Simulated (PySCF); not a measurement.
Fractional electron number in Ti (titanium, neutral)

The 4s beta orbital of [Ar] 3d2 4s2 is emptied in steps (occupation f), with all orbitals relaxed, ending at [Ar] 3d2 4s1. All numbers are calculated (PySCF 2.14, the non-relativistic Hamiltonian (point nucleus), in def2-TZVP (6s4p4d1f, 45 functions)). The exact energy is a straight line in f; departures are measured from the line between the end points of the same method.

```csv
f,PBE0 (eV),LC-wPBE (eV)
1,0.000,0.000
0.8,-0.291,0.018
0.6,-0.436,0.024
0.4,-0.435,0.020
0.2,-0.286,0.011
0,0.000,0.000
```

| method | E(f=0) − E(f=1) (eV) | −ε at f=1 (eV) | −ε at f=0.4 (eV) |
| --- | --- | --- | --- |
| PBE0 | 6.542 | 4.725 | 6.915 |
| LC-wPBE | 6.375 | 6.495 | 6.337 |

Orbital energy along the path (eV):

```
  f    PBE0  LC-wPBE
  1  -4.725   -6.495
0.8  -5.451   -6.435
0.6  -6.182   -6.380
0.4  -6.915   -6.337
0.2  -7.657   -6.329
  0  -7.896   -6.236
```

Reference removal energy between the ground levels: 6.828 eV (measured; NIST Atomic Spectra Database, ionization energies). The calculation has no spin-orbit coupling.
